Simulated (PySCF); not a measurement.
**Assigning NMR signals**

Bonds (- single, = double, # triple, : aromatic): F1-C2 1.347 Å, C2-F3 1.341 Å, C2-F4 1.347 Å, C2-C5 1.497 Å, C5-C6 1.497 Å, C6-C7 1.499 Å, C7-Si8 1.889 Å, C7-C5 1.505 Å. C5 carries H9; C6 carries H10, H11; C7 carries H12; Si8 carries H13, H14, H15. Stereochemistry as in FC(F)(F)[C@@H]1C[C@H]1[SiH3]. H10 is cis to C2 on the ring; H11 is trans to C2 on the ring.

Computed data (PySCF 2.14): geometry: GFN2-xTB, σ from GIAO-PBE0/pcSseg-1. Fast rotation and ring inversion assumed for equivalent nuclei, no solvent model, one conformer, relativity neglected.

Scale: ¹³C (186.93 ppm), ¹H (31.72 ppm) against TMS (reference shieldings calculated alike).

Q: Assign these signals to the numbered atoms. ¹³C{¹H} NMR (computed): δ 136.4, 20.8, 10.0, -1.8.

A: 
```tsv
δ (ppm)	atoms	environment	reason
136.4	C2	CF3 carbon	3 electronegative neighbours deshield it
20.8	C5	three-membered-ring carbon	carbons of three-membered rings are unusually shielded
10.0	C6	three-membered-ring carbon	–
-1.8	C7	three-membered-ring carbon	–
```

Q: Assign these signals to the numbered atoms. ¹H NMR (400 MHz, computed): δ 3.92 (d, 3H), 1.19 (m, 1H), 1.17 (m, 1H), 0.60 (m, 1H), 0.29 (m, 1H).

A: 
| δ (ppm) | atoms | environment | reason |
| --- | --- | --- | --- |
| 3.92 | H13/H14/H15 | hydrogen on a silicon bonded to C | – |
| 1.19 | H9 | hydrogen on a three-membered-ring carbon | cyclopropane-type protons are shielded by the ring |
| 1.17 | H10 | hydrogen on a three-membered-ring carbon | – |
| 0.60 | H11 | hydrogen on a three-membered-ring carbon | – |
| 0.29 | H12 | hydrogen on a three-membered-ring carbon | – |

H9 and H10 lie closer than the usual error of such a calculation, so a measured spectrum could show them in the other order.

Splittings by ¹⁹F in the carbon and heteronuclear signals aren't shown, as no couplings were computed. Shifts are as computed. Against solution values, carbons near 30 ppm lie about +3 ppm off and those near 130 ppm about +5 ppm. Of 1211 compounds with measured shifts, 218 miss one by over three times the rms of a fit or turn the order of signals round; such compounds aren't used in these exercises. Multiplicities follow the n + 1 count of equivalent neighbours, as no J values were calculated; m marks all less simple cases, F and P coupling included.
